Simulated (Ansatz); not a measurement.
The same redistribution along the group B, Al, Ga.

Calculated with Ansatz (gas phase, PBE0-D4/def2-TZVP geometries, no zero-point term in ΔE). CCSD(T)/CBS adds triple-zeta CCSD(T) − MP2 to the extrapolated MP2 energy (def2 sets, frozen cores). For Br, Ga outer-core shells are correlated without core-valence functions, which leaves a few kJ/mol of doubt a bond. Scalar relativity is left out up to krypton. Each species was taken in one conformer, which may not be the lowest.

Task: Order these by ΔE at CCSD(T)/CBS, lowest first. (Best estimate.)
A. `[OH][Ga]([F])[Br]` + `Cl[SiH2]O[SiH](Cl)Cl` → `[F][Ga]([Cl])[Br]` + `O[SiH](Cl)O[SiH2]Cl`
B. `OB(F)Br` + `Cl[SiH2]O[SiH](Cl)Cl` → `FB(Cl)Br` + `O[SiH](Cl)O[SiH2]Cl`
C. `[OH][Al]([F])[Br]` + `Cl[SiH2]O[SiH](Cl)Cl` → `[F][Al]([Cl])[Br]` + `O[SiH](Cl)O[SiH2]Cl`

Result: A (-0.72 eV), C (-0.38 eV), B (+0.43 eV).

Largest T1 diagnostic: 0.012, for `[OH][Ga]([F])[Br]`.
